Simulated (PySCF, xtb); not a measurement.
C4H10OSi, SMILES OC[C@H]1CC[SiH2]1. Other conformers were not sampled.

Harmonic wavenumbers (cm⁻¹) from GFN2-xTB run with xtb at its own minimum, in rising order: 70, 102, 179, 304, 369, 392, 432, 472, 521, 617, 699, 739, 757, 794, 870, 902, 993, 1028, 1048, 1071, 1121, 1161, 1181, 1196, 1223, 1267, 1298, 1321, 1354, 1471, 1484, 1498, 2266, 2278, 2854, 2952, 2969, 2974, 2985, 3003, 3014, 3546.

Problem. What does PySCF 2.14.0 with PBE-D3(BJ)/def2-SVP give at its own minimum? (The exact figures need the calculation; the answer reports its results.)

Solution. 104, 123, 172, 285, 356, 365, 416, 518, 550, 665, 702, 739, 776, 833, 876, 914, 936, 951, 1004, 1037, 1079, 1100, 1130, 1182, 1200, 1231, 1275, 1335, 1363, 1372, 1412, 1427, 2141, 2154, 2879, 2947, 2979, 2999, 3009, 3012, 3079, 3699. Paired by order, the mean absolute difference is 39 cm⁻¹ and the zero-point energies are 81.2 and 80.5 kcal/mol.
